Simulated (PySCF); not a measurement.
Compound: C₄H₁₂FNSi₃.
Structure used (GFN2-xTB), in Å, numbered top down from 1:
```
atom  x, y, z in Å
F1    -3.9941   -0.0442    0.4142
C2    -2.7783    0.4860    0.0378
C3    -1.7048    0.5121    1.1214
C4    -0.7020   -0.0414    0.0895
C5    -1.8947   -0.4243   -0.8095
Si6    0.6675   -1.2941    0.5655
N7     1.7849   -0.1261   -0.1251
Si8    3.5101   -0.2135   -0.2467
Si9    0.6512    1.1232   -0.6071
H10   -2.9943    1.4590   -0.4128
H11   -1.4844    1.4800    1.5679
H12   -1.9362   -0.2019    1.9113
H13   -2.1925   -1.4666   -0.6983
H14   -1.8251   -0.1848   -1.8688
H15    0.8764   -1.4955    1.9991
H16    0.6600   -2.5654   -0.1576
H17    3.8608   -1.4701   -0.9145
H18    3.9287    0.9495   -1.0278
H19    4.0921   -0.1857    1.0995
H20    0.8406    2.3814    0.1151
H21    0.6254    1.3392   -2.0536
```

NICS is the negative of the GIAO shielding at a point without a nucleus: at the ring centre (0) and 1 Å above and below it (1); zz is the component along the ring normal. Level: GIAO PBE0/pcSseg-1 (PySCF, non-relativistic, gas phase) on the GFN2-xTB geometry, one conformer.

Ring bond lengths (Å), with Mayer bond orders in brackets: C2–C3 1.526 (1.03), C3–C4 1.542 (0.97), C4–C5 1.542 (0.97), C5–C2 1.525 (1.03); C4–Si6 1.916 (0.85), Si6–N7 1.758 (0.91), N7–Si9 1.755 (0.92), Si9–C4 1.916 (0.84).

**Question.** Give the NICS values of each ring in ppm.

**Answer.** 
| ring | type | NICS(0) | NICS(1), two faces | NICS(1)zz, two faces | rms pucker (Å) | centre to ring atoms, mean (Å) |
| --- | --- | --- | --- | --- | --- | --- |
| C2–C3–C4–C5 | 4-membered carbocycle; formal bonds all single | -2.4 | -3.4 / -0.4 | 0.7 / 4.9 | 0.10 | 1.08 |
| C4–Si6–N7–Si9 | 4-membered ring with N and 2 Si; formal bonds all single | -3.2 | -1.6 / -1.7 | 3.4 / 3.2 | 0.00 | 1.30 |

**Question.** What can be read from them?

**Answer.** 
- C2–C3–C4–C5: mean NICS(1)zz 2.8 ppm, near zero. C2, C3, C4, C5 have four or more neighbours, and the NICS criterion for π rings isn't applied. The two faces differ by 4.2 ppm, so no symmetry operation interchanges them.
- C4–Si6–N7–Si9: mean NICS(1)zz 3.3 ppm, deshielded. C4, Si6, Si9 have four or more neighbours, so the value isn't read as a sign of a π ring current.

**Question.** At the first NICS(1) probe listed for ring C2–C3–C4–C5, 1 Å off the ring, how large is the induced field along the normal in 7.05 T applied along it?

**Answer.** NICSzz × B0 = 0.7 ppm × 7.05 T = 5 μT, along the applied field.

**Question.** How shielded are the nuclei of the rings and their hydrogens (means over atoms taken as equivalent)?

**Answer.** 
| atoms | environment | σ isotropic (ppm) | principal values of the symmetric part, first atom (ppm) |
| --- | --- | --- | --- |
| C2 | sp3 C–F carbon | 98.3 | 61.9, 80.0, 153.0 |
| C3 (×2) | four-membered-ring carbon | 147.8 | 131.0, 140.1, 172.6 |
| C4 | sp3 carbon bound to silicon | 171.0 | 152.5, 170.0, 190.7 |
| Si6 | SiH2 silicon | 353.4 | 321.0, 332.9, 406.3 |
| N7 | nitrogen bridging silicon atoms | 252.5 | 240.4, 244.2, 272.9 |
| Si9 | SiH2 silicon | 345.2 | 311.5, 325.1, 399.0 |
| H10 | methine hydrogen | 26.68 | 22.8, 28.1, 29.1 |
| H11 (×2) | methylene hydrogen | 28.93 | 25.3, 27.4, 34.2 |
| H12 (×2) | methylene hydrogen | 29.02 | 26.1, 27.8, 33.2 |
| H15 (×2) | Si–H hydrogen | 26.36 | 23.2, 24.8, 31.0 |
| H20 (×2) | Si–H hydrogen | 26.30 | 23.1, 25.0, 30.9 |
